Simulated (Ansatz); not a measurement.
`OB[SiH2][SiH2]F`, relaxed with RKS PBE-D4/def2-SVP in Ansatz 0.2.0 from a rough embedded geometry. The force threshold is 0.03 eV/Å; the program also tests the step.

Total charge 0; spin multiplicity 1.

Start:

```xyz
11

O     0.914    2.092    0.595
B    -0.210    1.674   -0.125
Si   -0.211   -0.057   -1.028
Si   -0.006   -1.623    0.475
F     1.525   -1.466    1.246
H     0.820    1.749    1.559
H    -1.174    2.406   -0.176
H    -1.558   -0.185   -1.693
H     0.867   -0.036   -2.043
H    -1.026   -1.599    1.433
H     0.058   -2.956   -0.242
```

Q: By how much does the energy fall, and how many steps does the optimiser take? (Best estimate.)

A: Computed: 146.16 kJ/mol, in 26 steps, 2 of them rejected.

Q: Which bonds change most? (An estimate is asked.)

A: Computed: Si3–Si4 from 2.181 to 2.357 Å; B2–Si3 from 1.953 to 2.059 Å; Si4–H10 from 1.400 to 1.505 Å; O1–B2 from 1.398 to 1.348 Å.

Q: Give the relaxed structure. (An estimate is asked.)

A: Ansatz gave: 
```xyz
11

O     0.619    1.882    1.032
B    -0.032    1.825   -0.147
Si   -0.469    0.046   -1.087
Si    0.085   -1.640    0.465
F     0.950   -0.792    1.637
H     0.850    0.998    1.403
H    -0.351    2.893   -0.648
H    -1.919   -0.082   -1.482
H     0.359   -0.141   -2.336
H    -1.089   -2.254    1.176
H     0.997   -2.736   -0.012
```
